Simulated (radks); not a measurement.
The iodine ion I1.75+, 51.25 electrons, occupied as [Kr] 4d10 5s2 5p(up 2.75, down 0.5) (fractional occupations, a model configuration). All-electron calculation, scalar-relativistic Kohn-Sham, PBE, spin-polarised, spherical densities, finite nucleus; Fermi nuclear charge, rms radius 4.75 fm. Program: a radial shooting solver on a logarithmic mesh with Libxc functionals.

Unscreened Slater integrals over Kohn-Sham orbitals (eV). They are taken over the spin-up orbitals.

\begin{tabular}{lr}
integral & value \\ \hline
F0(5p,5p) & 11.019 \\
F2(5p,5p) & 5.9779 \\
F0(5p,5s) & 11.845 \\
G1(5p,5s) & 7.8873 \\
F0(5p,4d) & 13.760 \\
F2(5p,4d) & 3.8209 \\
G1(5p,4d) & 1.1973 \\
G3(5p,4d) & 1.1094 \\
F0(5s,5s) & 12.959 \\
F0(5s,4d) & 15.823 \\
G2(5s,4d) & 1.9506 \\
F0(4d,4d) & 26.686 \\
F2(4d,4d) & 13.501 \\
F4(4d,4d) & 8.9558 \\
\end{tabular}

Derived for the open shells (J is the average intra-shell exchange parameter used in DFT+U). 5p: J = F2/5 = 1.196 eV.
